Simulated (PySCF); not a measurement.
**`C=C[C@@]1(N)C[C@H]2C[C@H]21`, C$_{7}$H$_{11}$N**

Geometry:
| atom | x (Å) | y (Å) | z (Å) |
| --- | --- | --- | --- |
| C1 | 0.310 | -1.918 | -1.388 |
| C2 | 0.748 | -0.684 | -1.235 |
| C3 | 0.634 | 0.115 | 0.029 |
| N4 | 1.945 | 0.161 | 0.650 |
| C5 | -0.083 | 1.501 | -0.122 |
| C6 | -1.101 | 1.059 | 0.920 |
| C7 | -1.803 | -0.167 | 0.432 |
| C8 | -0.442 | -0.291 | 1.043 |
| H9 | 0.427 | -2.453 | -2.315 |
| H10 | -0.183 | -2.442 | -0.586 |
| H11 | 1.251 | -0.170 | -2.045 |
| H12 | 1.916 | 0.720 | 1.496 |
| H13 | 2.626 | 0.567 | 0.018 |
| H14 | -0.495 | 1.717 | -1.109 |
| H15 | 0.544 | 2.333 | 0.197 |
| H16 | -1.507 | 1.699 | 1.686 |
| H17 | -1.932 | -0.323 | -0.629 |
| H18 | -2.627 | -0.523 | 1.034 |
| H19 | -0.239 | -0.890 | 1.915 |

Computed with TDDFT BHandHLYP/def2-SVPD circular dichroism and optical rotation, one conformer, gas phase in PySCF 2.14.0. Geometry: GFN2-xTB.

The molecule is flexible and this is one conformer; a measurement averages over conformers. States above about 8.0 eV lie in this functional's continuum (it starts at minus the energy of the highest occupied orbital, well below the true ionisation energy for most functionals) and depend on the basis.

Q: Draw the ECD and absorption spectra from the lowest 16 states, each a Gaussian of half-width 0.3 eV at 1/e height.

A: 
```tsv
E (eV)	λ (nm)	Δε (L mol⁻¹ cm⁻¹)	ε (L mol⁻¹ cm⁻¹)
6.08	204	-0.10	17
6.18	201	-0.27	47.6
6.28	197	-0.61	111
6.38	194	-1.16	226
6.48	191	-1.91	424
6.58	188	-2.94	763
6.68	186	-4.34	1320
6.78	183	-6.04	2100
6.88	180	-7.48	3070
6.98	178	-7.86	4330
7.08	175	-6.85	6340
7.18	173	-4.97	9610
7.28	170	-3.18	13800
7.38	168	-2.09	17400
7.48	166	-1.66	18200
7.58	164	-1.67	15800
7.68	161	-2.18	11500
7.78	159	-3.82	7280
7.88	157	-7.38	4520
7.98	155	-13.25	3180
8.08	153	-21.41	2740
8.18	152	-31.85	2740
8.28	150	-43.97	2990
8.38	148	-55.17	3350
```
Δε uses R in velocity form, ε uses f in length form. Only the states computed contribute, so the short-wavelength end is incomplete.

The sign of the CD bands at 167, 165 nm isn't settled: the length form gives the opposite one.
